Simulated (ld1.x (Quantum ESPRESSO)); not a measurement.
Before and after: PAW potential for selenium (Se)

selenium (Se), PAW, made with ld1.x (Quantum ESPRESSO) 7.5 (PBE, scalar-relativistic). Core [Ar], reference 3d10 4s1.75 4p4.25. Waves: 4s (bound): rcut 1.20, rcutus 1.40 bohr; 4s channel at -0.85 Ry: rcut 1.20, rcutus 1.40 bohr; 4p (bound): rcut 1.30, rcutus 1.40 bohr; 4p channel at 3.65 Ry: rcut 1.30, rcutus 1.40 bohr; 3d (bound): rcut 0.60, rcutus 0.65 bohr; 3d channel at 1.25 Ry: rcut 0.60, rcutus 0.65 bohr. Local part: all-electron potential smoothed inside 0.85 bohr (lloc = -1). Core correction: Bessel-smoothed model core inside 0.60 bohr. Augmentation charge: PSQ, inside the norm-conserving radii.

All-electron outer shells of the reference configuration (PBE, scalar-relativistic, ld1.x):

```csv
shell,level (eV),outermost node (bohr),outermost maximum (bohr)
3s,-213.93,0.24,0.50
3p,-153.39,0.21,0.50
3d,-53.53,–,0.45
4s,-17.50,0.70,1.51
4p,-6.67,0.74,1.80
```

Change: all radii but the core radius scaled by about 1.10 (s 1.54, p 1.54, d 0.72 bohr, rcut 1.32/1.44/0.66); local potential all-electron potential smoothed inside 0.94 bohr (lloc = -1).

Cutoffs: the cutoffs (Ry, on a coarse ladder) from which the occupation-weighted sum of valence levels, in a spherical-Bessel basis at the reference potential, stays within 10 and 1 mRy of its value at 400 Ry; they do not see the model core or the augmentation charge, which bear on the density cutoff. Errors are all-electron minus pseudo energies relative to the spin-unpolarised reference configuration.

**Question.** What does the change do?

**Answer.** The bound ghosts move from p, s to s; of the 7 tests that both files solve, the error grows in 0 and shrinks in 6 by more than 15 % and 0.3 meV (median size 6.2 → 2.2 meV). That the errors move this way runs against the usual rule that smaller radii transfer better.

```csv
quantity,base,changed
"cutoff, loose",over 300 Ry,300 Ry
"cutoff, tight",over 300 Ry,over 300 Ry
loose cutoff by channel (10 mRy a level),"s 21 Ry, p 8 Ry, d 230 Ry","s 12 Ry, p 8 Ry, d 200 Ry"
bound ghosts,"s, p",s
"error for 3d10 4s2 4p4, meV [ΔE -2.70 eV]",+0.2,+0.2
"error for 3d10 4s2 4p3, meV [ΔE 8.14 eV]",-2.5,-1.4
"error for 3d10 4s2 4p2, meV [ΔE 28.49 eV]",-8.3,-4.1
"error for 3d10 4s1 4p4, meV [ΔE 19.68 eV]",-6.2,-2.2
"error for 3d10 4s2 4p1, meV [ΔE 59.36 eV]",-16,-9.4
"error for 3d9 4s2 4p5, meV [ΔE 48.97 eV]",-424,-343
"error for 3d10 4s1 4p5, meV [ΔE 8.18 eV]",-1.6,-0.5
lowest overlap eigenvalue by channel,"s 0.43, p 0.60, d 0.91","s 0.32, p 0.54, d 0.96"
```

 A true bound ghost makes a file unfit for plane-wave use even where its test errors are small: the radial tests pick states by their node count and pass the ghost by.
